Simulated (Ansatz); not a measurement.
`OB(F)F` + H₂S → `FB(F)S` + H₂O  (ligand exchange at a B–O bond)

Program: Ansatz. Geometries: PBE0-D4/def2-TZVP. ΔE: electronic, gas phase. CBS: def2 TZ/QZ extrapolation, frozen cores. Functionals use def2-TZVPP. Each species was taken in one conformer, which may not be the lowest.

CCSD(T)/CBS gives +16.4 kcal/mol.

Another level gave +16.6 kcal/mol. Which?
A. r2SCANh/def2-TZVPP
B. CAM-B3LYP-D4/def2-TZVPP
C. HF/def2-TZVPP
D. PBE-D4/def2-TZVPP

A. r2SCANh 16.6, CAM-B3LYP-D4 18.2, HF/def2-TZVPP 21.4, PBE-D4 14.2 kcal/mol.

Largest T1 diagnostic among the species: 0.013.

At CCSD(T), def2-SVP lies +4.6 kcal/mol from the extrapolated value and def2-TZVPP +0.7 kcal/mol. The D4 term adds −0.7 kcal/mol with B3LYP and −0.4 kcal/mol with PBE0; it sums over pairs of atoms, weighted by their polarisabilities, and B3LYP, whose exchange is more repulsive, gets the larger term.

B3LYP here is the variant with VWN-RPA as its local correlation; programs differ in this.
